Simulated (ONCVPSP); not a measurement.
# Pseudopotential generation for platinum: ONCV, BLYP, scalar-relativistic.

| Property | Result |
| --- | --- |
| Element | platinum |
| Generator | ONCVPSP 4.0.1 |
| Type | optimised norm-conserving Vanderbilt (ONCV) |
| Functional | BLYP |
| Relativity | scalar-relativistic |
| Frozen core | [Kr] 4d10 |
| Valence charge | 32 |
| Reference configuration | 4f14 5s2 5p6 5d8 6s2 |
| Partial waves | 5s+6s: rc 1.45 bohr, ncon 4, nbas 8, qcut 7.6 1/bohr, 2 projectors; 5p: rc 1.80 bohr, ncon 4, nbas 8, qcut 8.6 1/bohr, 1 projector; 5d: rc 2.05 bohr, ncon 4, nbas 9, qcut 6.7 1/bohr, 1 projector; 4f: rc 0.65 bohr, ncon 4, nbas 8, qcut 28.9 1/bohr, local |
| Local potential | the f channel |
| Core correction | Teter function, fcfact 2.5, rcfact 1.5 |

Poles of the logarithmic derivatives, all-electron (AE) and pseudo (PS). Narrow ghost or core levels that the grid stepped over were put in at their known energies. s: poles at -3.1 (AE) and -4.0, -3.1 (PS) Ha. p: poles at -1.8 (AE) and -1.8, 2.3 (PS) Ha. d: poles at 0.3 (AE) and 0.3 (PS) Ha. f: poles at 2.2 (AE) and 2.5 (PS) Ha. Test radii: s 1.48, p 1.83, d 2.08, f 0.66 bohr.

* Cutoffs needed: 337 Ha and 369 Ha (the cutoffs (Ha) at which the residual kinetic energy of the hardest occupied pseudo-wave falls to 1 and 0.1 mHa per electron)
* Ghost test: ghosts flagged at negative energy: s at -1978.5 eV, s at -109.1 eV, p at -1216.4 eV, d at -589.3 eV; no localised positive-energy state flagged; a true bound ghost makes a file unfit for plane-wave use
* Largest excitation error: -16 meV (all-electron minus pseudo) for 4f14 5s2 5p6 5d8 6s0, out of 4 test configurations
* rms error of d²Exc/dni dnj: 5.73 mHa without and 3.21 mHa with the model core
